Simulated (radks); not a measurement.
Dipole-allowed excitations along the series with 36 electrons in [Kr]. Calculated with a radial shooting solver on a logarithmic mesh with Libxc functionals: scalar-relativistic Kohn-Sham, LB94 model potential, spin-polarised, spherical densities, finite nucleus; Fermi nuclear charge, rms radius of each element as measured or else 0.836 A^(1/3) + 0.57 fm. Time-dependent linear response with the Hartree and adiabatic LDA kernel, continuum included through the Sternheimer equations, no spin-orbit coupling, so fine structure and intercombination lines are absent. Lines are the poles of the dipole polarisability below minus the highest occupied eigenvalue, found on a grid refined at the orbital gaps; the lowest seven at most are given, and weak or close lines can be missed. The first line takes the name of the lowest orbital gap if no other gap lies below it; otherwise a line is named after a gap within 0.6 % of it, if that gap stands alone.

species  -e(HOMO) (eV)  lowest orbital gap (eV)      first line (eV)      f  strongest line (eV)  its f  static alpha (bohr^3)
Sr2+            43.236             4p-4d 23.294  23.570 (unassigned)  0.518  27.733 (unassigned)   4.10                  5.947
Zr4+            80.822             4p-4d 32.157  40.044 (unassigned)   5.73            the first   5.73                  3.025
Nb5+            102.63             4p-4d 36.383       45.644 (4p-4d)   5.50            the first   5.50                  2.306
Mo6+            126.38             4p-4d 40.538       51.032 (4p-4d)   5.50            the first   5.50                  1.809
Tc7+            152.03             4p-4d 44.648       56.273 (4p-4d)   5.42            the first   5.42                  1.452
